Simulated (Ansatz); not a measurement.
InP2⁻, relaxed as a singlet with RKS r2SCAN-D4/def2-TZVPD in Ansatz, starting from the GFN2-xTB geometry. Force threshold 0.02 eV/Å.

In the def2 sets In takes a core potential; there is no spin–orbit coupling. The highest occupied level of the charge -1 singlet lies above zero (up to 0.56 eV). By energy differences its removal costs 1.69 eV (vertical, to the charge 0 doublet, at r2SCAN-D4/def2-TZVPD); a positive level beside a positive removal energy at the same level points to self-interaction error. The structure comes from a short search, and lower isomers may exist.

Start:

```xyz
3

In   -1.6036    0.0838   -0.1788
P     0.6938   -0.8868    0.6644
P     0.9099    0.8030   -0.4856
```

Question: Estimate the energy that the relaxation releases and the steps that it takes.

Answer: 0.1 kcal/mol, in 3 steps; 2.4 s on 4 threads of AMD EPYC 9R45 on a shared host. No frequencies were taken in this run, so the end may be a saddle point.

Question: Does the start keep its bonding and symmetry?

Answer: By distances, no bond broke or formed. The bond that changes most is In1–P3, from 2.63 to 2.66 Å (atoms count from 1). Point group C2v at the start, C2v at the end, both within 0.05 Å.

Question: Predict the relaxed structure.

Answer: 
```xyz
3

In   -1.6218    0.0847   -0.1808
P     0.7033   -0.8822    0.6619
P     0.9184    0.7975   -0.4812
```
Bond lengths: 2 × In–P 2.66 Å; 1 × P–P 2.04 Å.
